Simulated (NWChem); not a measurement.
System: VSCl$_{2}$F; SMILES [Cl][V](=[S])([F])[Cl]

Q: Give the equilibrium geometry at PBE0/def2-SVP (NWChem) as a list of bonds and angles, with the point group.

A: point group Cs; any orientation.
Bonds (Å): V1–S2 1.972, V1–F3 1.693, V1–Cl4 2.124, V1–Cl5 2.124. Angles (°): S2–V1–F3 108.8, S2–V1–Cl4 108.3, S2–V1–Cl5 108.3, F3–V1–Cl4 110.4, F3–V1–Cl5 110.4, Cl4–V1–Cl5 110.5.
